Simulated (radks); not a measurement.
Numerical settings for neutral tellurium, [Kr] 4d10 5s2 5p4. All-electron calculation, scalar-relativistic Kohn-Sham, r2SCAN, spin-polarised, spherical densities, finite nucleus; open shells are filled with parallel spins first (spin-orbit coupling, left out, can overturn this in heavy ions); meta-GGA in the generalised Kohn-Sham scheme; Fermi nuclear charge, rms radius 4.7423 fm. Program: a radial shooting solver on a logarithmic mesh with Libxc functionals. The defaults (mesh step 0.008 in ln r, mesh end at 40 bohr or more with all orbitals vanishing there, Anderson mixing 0.5 over 9 steps, residual threshold near 1e-9 with the energy settled to 1e-9 hartree or 1e-11 of itself, here a cap of 70 iterations) give E = -6795.213 hartree and 5p at -5.158 eV in 12 iterations. Run on one thread of a shared host, so times are rough (Arm Neoverse V1): 0.23 s of CPU time, 0.23 s wall, 12 iterations on 2437 mesh points. Changes against that run (0 stands for a change within the tolerance of the run):

setting                    iterations  converged  E (mhartree)  e(5p) (meV)  CPU (s)
mesh step in ln r 0.12              2         no      diverged            -     0.01
mesh step in ln r 0.02             11        yes      -0.00653      +0.0383      0.1
mesh step in ln r 0.005            12        yes             0      -0.0201     0.36
mesh end (bohr) 8                  11        yes         +1.88        +97.2     0.19
mesh end (bohr) 5                  11        yes          +120    +2.47e+03     0.18
residual threshold 1e-16           70         no             0      +0.0393     0.64
residual threshold 1e-13           70         no             0      +0.0393     0.63
mixing 1                           11        yes             0      +0.0235     0.21
linear mixing, mixing 0.5          22        yes             0      +0.0315     0.35
linear mixing, mixing 0.8          62         no      diverged            -     0.92
mixing history 2                   12        yes             0      +0.0541     0.23
iteration cap 5                     5         no       +0.0526        +32.8     0.11

Settings that end as converged yet miss the energy by more than 1 mhartree: mesh end (bohr) 8 (+0.00188 hartree); mesh end (bohr) 5 (+0.12 hartree). A mesh that ends early acts as a hard wall.
